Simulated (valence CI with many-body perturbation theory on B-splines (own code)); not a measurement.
Values are calculated unless marked as measured or tabulated.
## Nd⁴⁷⁺: what the settings do

Level of theory: valence CI with perturbative core correlation (CI+MBPT): three valence electrons over a frozen Dirac-Fock core [Ne], radial functions for each j: 6 s, 6 p, 5 d, 3 f, 1 g, with the one-electron correlation potential Σ1, the two-electron term Σ2, the three-electron term Σ3, Breit, model QED; selected CI, second order for the rest, scaled by the run's own slope (own B-spline code, finite nucleus).

No measured spectrum was set against this ion. As an estimate, large intervals hold to a few tenths of a per cent, small ones and those within an open d or f shell to about a per cent.

The reference run has the lowest level (3s^2 3p1/2) J=1/2 and an ionisation energy of 3998.37 eV. Its largest variational space holds 2786 state functions.

Levels are named by their leading jj configuration (3d3/2^4 stands for four electrons in 3d with j = 3/2), which in mixed levels can hold well under half, so a name can repeat and another be missing. Letters in brackets count levels of one name in rising energy.

Changed runs:
A. averaging of valence orbitals over low configurations on → off; natural orbitals for correlation on → off
B. Davidson tolerance 2e-05 → 0.001
C. lowest core n in screening and Σ2 1 → 3; hole-hole ladder in Σ2 on → off
D. start configuration 3s2 3p1 → 3s3 (bad on purpose)

Excitation energies of the reference run in cm⁻¹, and shifts in cm⁻¹:

| Level | Reference | A | B |
| --- | --- | --- | --- |
| (3s 3p1/2^2) J=1/2 | 966381 | -123 | 0 |
| (3s^2 3p3/2) J=3/2 | 1090220 | -138 | 0 |
| (3s 3p1/2 3p3/2) J=3/2 [a] | 1884200 | -1050 | 0 |
| (3s 3p1/2 3p3/2) J=5/2 | 1990990 | -416 | 0 |
| (3s 3p1/2 3p3/2) J=3/2 [b] | 2131050 | +78 | 0 |
| (3s 3p1/2 3p3/2) J=1/2 | 2196970 | +455 | 0 |
| (3s^2 3d3/2) J=3/2 | 2525840 | +1101 | 0 |
| (3s^2 3d5/2) J=5/2 | 2708380 | +242 | 0 |
| (3s 3p3/2^2) J=5/2 | 3083220 | -53 | 0 |
| (3p1/2^2 3p3/2) J=3/2 | 3100900 | -55 | 0 |
| (3s 3p1/2 3d3/2) J=3/2 [a] | 3213600 | -421 | 0 |
| (3s 3p1/2 3d3/2) J=5/2 | 3290970 | -88 | 0 |
| Ionisation energy (eV) | 3998.37 | -0.20 | 0 |

No effect on these energies: B.

Run C: It gave no result: the setting left no core shell for the response of the core. The program said: "need at least one array to concatenate".

Run D: It gave no result: a shell was given more electrons than it holds. The program said: "a valence shell holds more than 4l+2 electrons".
